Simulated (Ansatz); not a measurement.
Consider the ligand exchange at a Mo–O bond: `C[O][Mo]([OH])([F])(=[S])[Cl]` + HCl → `[OH][Mo]([F])(=[S])([Cl])[Cl]` + CH₃OH.

Calculated with Ansatz (gas phase, PBE0-D4/def2-TZVP geometries, no zero-point term in ΔE). CBS: MP2 limit from def2 TZ/QZ plus the TZ coupled-cluster correction, frozen cores. This one scheme is used for every species. DFT in def2-TZVPP. B3LYP here is the variant with VWN-RPA as its local correlation; programs differ in this. Elements past krypton have def2 core potentials. For Mo outer-core shells are correlated without core-valence functions, which leaves a few kJ/mol of doubt a bond. Each species was taken in one conformer, which may not be the lowest.

Question: Is it downhill or uphill in electronic energy at CCSD(T)/CBS, and by how much? (An estimate is asked.)

Answer: The calculation gave: Uphill: ΔE = +0.23 eV.

Question: What do these levels give: revPBE-D4, BLYP-D4, PBE0-D4, r2SCAN0-D4, CAM-B3LYP-D4, B3LYP? (An estimate is asked.)

Answer: The calculation gave: revPBE-D4 0.22, BLYP-D4 0.27, PBE0-D4 0.19, r2SCAN0-D4 0.22, CAM-B3LYP-D4 0.30, B3LYP 0.21 eV.

Largest T1 diagnostic among the species: 0.025, so the coupled-cluster value is less sure than usual.

At CCSD(T), def2-SVP lies +0.20 eV from the extrapolated value and def2-TZVPP +0.08 eV. From r2SCAN to r2SCAN0 (25 % exact exchange), in def2-TZVPP and without D4, ΔE moves by −0.05 eV.
